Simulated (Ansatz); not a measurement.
Born–Oppenheimer molecular dynamics of ClF4Ta (6 atoms, charge 0, multiplicity 1). It starts from a relaxed structure.

All numbers below come from RKS revPBE-D4/def2-SVP in Ansatz.

```yaml
ensemble: NVE (Milne-controlled integrator)
time_step: 2 fs
steps_asked: 150
starting_velocities_drawn_for: 300 K
seed: 39726
```

First frame:

```xyz
6
Properties=species:S:1:pos:R:3
Ta 0.048 0.000 0.000
Cl 2.342 0.000 0.000
F -0.137 0.000 1.893
F -0.137 0.000 -1.893
F -0.787 1.681 0.000
F -0.787 -1.681 0.000
```

(1) How far do the bonds stretch over the last three quarters of this one trajectory? (Pairs bonded in most of those frames.)

Answers

(1) 
```json
{"bond": "Ta1–Cl2", "mean (Å)": "2.301", "spread (Å)": "0.027", "shortest": "2.26", "longest": "2.34"}
{"bond": "Ta1–F3", "mean (Å)": "1.908", "spread (Å)": "0.039", "shortest": "1.84", "longest": "1.97"}
{"bond": "Ta1–F4", "mean (Å)": "1.901", "spread (Å)": "0.036", "shortest": "1.85", "longest": "1.96"}
{"bond": "Ta1–F5", "mean (Å)": "1.877", "spread (Å)": "0.029", "shortest": "1.83", "longest": "1.93"}
{"bond": "Ta1–F6", "mean (Å)": "1.876", "spread (Å)": "0.018", "shortest": "1.85", "longest": "1.91"}
```

Mean temperature of the second half: 152 K. The conserved energy stayed within 0.03 meV per atom of its start (net change -0.0058 meV per atom), so the integration is sound. Over the second half the temperature averaged 0.51 of the 300 K drawn at the start: a run that starts near a minimum puts about half its kinetic energy into the potential. A run of 0.3 ps of so small a system gives no equilibrium averages.

Run time: 2.4 min on 2 threads of AMD EPYC 9R45 96-Core Processor (Zen 5), with other jobs on the host, peak memory 0.16 GiB.
